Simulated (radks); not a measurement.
Results of a calculation; reference values are marked as such.
Question: The mean radii <r> (bohr) of the occupied orbitals of an atom or ion are listed with their occupations. Level of theory: Dirac Kohn-Sham, PBE, spin-unpolarised, spherical densities, point nucleus (a radial shooting solver on a logarithmic mesh with Libxc functionals).

| orbital | occ. | <r> |
|---|---|---|
| 1s1/2 | 2 | 0.1202 |
| 2s1/2 | 2 | 0.6257 |
| 2p1/2 | 2 | 0.6015 |
| 2p3/2 | 4 | 0.6037 |
| 3s1/2 | 2 | 2.377 |

Name the element and its charge. Open shells, if any, are shared by 2j + 1.

Answer: Z = 13, aluminium, charge +1: Al+ in [Ne] 3s2. The 1s radius gives Z: for a bare nucleus <r> = (2 gamma + 1)/(2Z) with gamma = sqrt(1 - (Z/c)^2), 0.115 bohr for Z = 13, and screening makes it slightly larger (0.1202 here). The occupations add up to 12, and the charge is Z minus that.
